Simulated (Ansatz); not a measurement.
Mulliken charges of C2H6GaN, SMILES `C=C[NH][GaH2]` from ωB97M-V/def2-TZVPP in Ansatz (PBE0-D4/def2-TZVP geometry).

```json
{"atom": "C1", "x (Å)": "-1.384", "y (Å)": "1.423", "z (Å)": "-0.225", "charge (e)": "-0.284"}
{"atom": "C2", "x (Å)": "-0.567", "y (Å)": "0.496", "z (Å)": "0.279", "charge (e)": "0.037"}
{"atom": "N3", "x (Å)": "0.356", "y (Å)": "-0.254", "z (Å)": "-0.418", "charge (e)": "-0.259"}
{"atom": "Ga4", "x (Å)": "1.483", "y (Å)": "-1.530", "z (Å)": "0.263", "charge (e)": "0.188"}
{"atom": "H5", "x (Å)": "-1.386", "y (Å)": "1.673", "z (Å)": "-1.281", "charge (e)": "0.065"}
{"atom": "H6", "x (Å)": "-2.073", "y (Å)": "1.952", "z (Å)": "0.419", "charge (e)": "0.088"}
{"atom": "H7", "x (Å)": "-0.599", "y (Å)": "0.277", "z (Å)": "1.344", "charge (e)": "0.093"}
{"atom": "H8", "x (Å)": "0.378", "y (Å)": "-0.043", "z (Å)": "-1.406", "charge (e)": "0.105"}
{"atom": "H9", "x (Å)": "2.423", "y (Å)": "-2.217", "z (Å)": "-0.771", "charge (e)": "-0.014"}
{"atom": "H10", "x (Å)": "1.368", "y (Å)": "-1.776", "z (Å)": "1.797", "charge (e)": "-0.019"}
```

**Question.** By hand: the dipole of these point charges (1 e Å = 4.8032 D).

**Answer.** Σ q r = (0.210, -0.241, 0.140) e Å, of length 0.349 e Å = 1.68 D.

**Question.** How does the dipole of the full density compare? (An estimate is asked.)

**Answer.** Computed: (0.151, -0.132, -0.072) e Å, 1.02 D; the point charges give 1.65 times that, at 44° from its direction.

Point charges leave out the atoms' own dipoles, such as those of lone pairs, and Mulliken's split depends on the basis, so the two needn't agree.
